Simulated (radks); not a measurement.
F II, 8 electrons, occupied as [He] 2s2 2p4.

All-electron calculation, non-relativistic Kohn-Sham, LDA (Slater exchange, Perdew-Wang correlation), spin-unpolarised, spherical densities, point nucleus. Program: a radial shooting solver on a logarithmic mesh with Libxc functionals.

Energy parts (hartree):
part                      energy
total                  -98.37753
kinetic                 97.98919
electron-nucleus      -231.00290
Hartree                 43.74345
exchange-correlation    -9.10726

Orbitals (lengths in bohr, moments of r in powers of bohr; r(90%) holds 90 % of the orbital's charge):
orbital  occ.  eigenvalue (hartree)  r(90%)
1s          2             -24.95088   0.318
2s          2              -1.72687    1.54
2p          4              -1.04622    1.68

The highest occupied level is 2p at -28.469 eV. For comparison, the ionisation energy in NIST's Atomic Spectra Database is 34.971 eV (measured). In exact Kohn-Sham theory the highest level is minus the ionisation energy, but local and semilocal functionals leave it too shallow, through self-interaction and a potential that decays too fast; potentials with the right tail come closer. Summed over all electrons, <r^2> = 7.318 bohr^2, which gives a Langevin (diamagnetic) susceptibility term of -5.8 x 10^-6 cm^3/mol. The density falls to 0.001 e/bohr^3 at r = 2.75 bohr.

Beside tabulated values, note that spin-unpolarised runs miss the spin-polarisation part of the exchange energy of open shells.
